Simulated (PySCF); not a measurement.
## Two-component Hartree-Fock for La (lanthanum, neutral)

Start: [Xe] 6s2 6p1; 6p3/2 filled at m_j = +3/2. Calculated with PySCF 2.14 in x2c-TZVPall-2c with one added diffuse shell each of s, p, d type (12s12p11d2f, 117 functions): generalised Hartree-Fock with the X2C-1e Hamiltonian and a Gaussian nucleus; spin-orbit coupling (SO) screened by Boettger's factors. This is a chosen level, not necessarily the ground level.

```csv
spinor shell,electrons,"ε, screened SO (eV)",weight of nominal j (screened SO),"rms radius, screened SO (bohr)"
1s1/2,2,-39119.7,1.000,0.0286
2s1/2,2,-6338.4,1.000,0.116
2p1/2,2,-5964.5,1.000,0.100
2p3/2,4,-5547.9,1.000,0.106
3s1/2,2,-1404.5,1.000,0.303
3p1/2,2,-1245.6,1.000,0.295
3p3/2,4,-1162.2,1.000,0.308
3d3/2,4,-886.58,1.000,0.279
4s1/2,2,-306.01,1.000,0.694
4p1/2,2,-245.00,1.000,0.719
4p3/2,4,-227.12,1.000,0.746
4d3/2,4,-124.84,1.000,0.820
4d5/2,6,-121.67,1.000,0.830
5s1/2,2,-52.662,1.000,1.65
5p1/2,2,-33.358,0.999,1.85
5p3/2,4,-30.604,1.000,1.92
6s1/2,2,-6.452,0.980,4.59
6p3/2,1,-3.765,1.000,6.08
```

Problem. Where does 3d5/2 lie, and what is the 3d spin-orbit splitting (screened SO)?

Solution. At -868.95 eV, 17.628 eV above 3d3/2.

```tsv
quantity	screened SO
E (hartree)	-8491.04890
M_J	3/2
⟨J²⟩	4.083
⟨L²⟩	2.285
⟨S²⟩	0.857
```

The determinant has a definite M_J but mixes levels of different J.

Each row is a mean over spinors that exchange with the open shell spreads, by up to 0.904 eV (6s1/2).

Breit and QED terms are absent; they matter most for the inner s and p1/2 levels.

Densities and radii are taken from the X2C orbitals without a picture-change correction, which distorts them close to the nucleus.
